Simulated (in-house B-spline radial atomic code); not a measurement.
Results of a calculation; reference values are marked as such.
# Softness against transferability: the 3s channel of Cr

Cr, [Ar] 3d5 4s1, non-relativistic LDA (VWN5), spherical and spin-unpolarised, from a B-spline radial code for spherical atoms (atomic units). The all-electron 3s level is ε = -2.649082 hartree, its outermost node lies just inside 0.37 bohr and its outer maximum at 0.79 bohr.

Troullier-Martins pseudo-orbitals are made for several radii. The cutoffs (hartree) are the plane-wave energies beyond which the orbital holds less than the named kinetic energy per electron. The phase error is the difference, pseudo minus all-electron, of arctan(R P'/P) at R = 1.4 bohr for all radii, half a hartree below and above the level.

```json
{"r_c (bohr)": "0.59", "V_l(0) (hartree)": "-39.13", "cutoff for 10 mEh": "117", "for 1 mEh": "426", "for 0.1 mEh": "> 450", "phase error at ε − 0.5 (mrad)": "-4.9", "at ε + 0.5 (mrad)": "-0.9"}
{"r_c (bohr)": "0.68", "V_l(0) (hartree)": "-4.86", "cutoff for 10 mEh": "76.9", "for 1 mEh": "167", "for 0.1 mEh": "350", "phase error at ε − 0.5 (mrad)": "-2.6", "at ε + 0.5 (mrad)": "-0.4"}
{"r_c (bohr)": "0.79", "V_l(0) (hartree)": "7.59", "cutoff for 10 mEh": "55.8", "for 1 mEh": "86.1", "for 0.1 mEh": "154", "phase error at ε − 0.5 (mrad)": "-1.8", "at ε + 0.5 (mrad)": "-0.3"}
{"r_c (bohr)": "0.89", "V_l(0) (hartree)": "6.22", "cutoff for 10 mEh": "54.1", "for 1 mEh": "82.9", "for 0.1 mEh": "147", "phase error at ε − 0.5 (mrad)": "-2.1", "at ε + 0.5 (mrad)": "-0.4"}
{"r_c (bohr)": "0.99", "V_l(0) (hartree)": "2.88", "cutoff for 10 mEh": "44.2", "for 1 mEh": "73", "for 0.1 mEh": "126", "phase error at ε − 0.5 (mrad)": "-3.4", "at ε + 0.5 (mrad)": "-0.6"}
{"r_c (bohr)": "1.1", "V_l(0) (hartree)": "0.00", "cutoff for 10 mEh": "27.1", "for 1 mEh": "60.9", "for 0.1 mEh": "103", "phase error at ε − 0.5 (mrad)": "-6.7", "at ε + 0.5 (mrad)": "-1.2"}
```

Problem. Which radius needs the lowest cutoff for 1 mEh while both phase errors stay within 3.5 mrad?

Solution. The radii within that limit are 0.68, 0.79, 0.89, 0.99 bohr; of these r_c = 0.99 needs the least, 73 hartree, that is 146 Ry or 1986 eV.

Problem. What does the larger radius buy, and what does it cost?

Solution. From r_c = 0.59 to 1.1 bohr the cutoff for 1 mEh goes from 426 to 60.9 hartree, a factor of 7.00, against 3.48 for a pure 1/r_c² scaling, end to end; step by step it is 426, 167, 86.1, 82.9, 73, 60.9, and for 0.1 mEh > 450, 350, 154, 147, 126, 103; the number of plane waves goes as the cutoff to the power 3/2, here a factor of 18.5. The larger of the two phase errors is least at r_c = 0.79 bohr, 1.8 mrad; it is 4.9 at the smallest radius and 6.7 at the largest. These errors test the reference atom alone. The smallest radius lies well inside the outer maximum, where the nodeless form must bend sharply to keep the norm, so it is both harder and scatters less well than the next. Large radii also let the cores of neighbours overlap, which an atom doesn't show.
